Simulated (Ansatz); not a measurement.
Consider the ligand exchange at the Al–C bond: `[CH3][Al]([CH3])[CH2]O` + HCl → `[CH3][Al]([CH3])[Cl]` + CH₃OH.

Calculated with Ansatz (gas phase, PBE0-D4/def2-TZVP geometries, no zero-point term in ΔE). CCSD(T)/CBS adds triple-zeta CCSD(T) − MP2 to the extrapolated MP2 energy (def2 sets, frozen cores). This one scheme is used for every species. Functionals use def2-TZVPP. Each species was taken in one conformer, which may not be the lowest.

| level | ΔE (kJ/mol) |
| --- | --- |
| BHLYP-D4 | -211.9 |
| RPA@PBE/def2-TZVPP | -195.0 |

(1) What does CCSD(T)/CBS give? (Best estimate.)

Largest T1 diagnostic among the species: 0.010.

Answers

(1) Ansatz gave: -203.5 kJ/mol. The listed levels differ from it by -8.4, 8.5 kJ/mol.

From r2SCAN to r2SCAN0 (25 % exact exchange), in def2-TZVPP and without D4, ΔE moves by −4.2 kJ/mol. In def2-TZVPP, CCSD(T) changes the Hartree–Fock value by +26.0 kJ/mol (the triples alone add +2.8 kJ/mol) and MP2 by +20.2 kJ/mol. At CCSD(T), def2-SVP lies −8.0 kJ/mol from the extrapolated value and def2-TZVPP +2.1 kJ/mol.
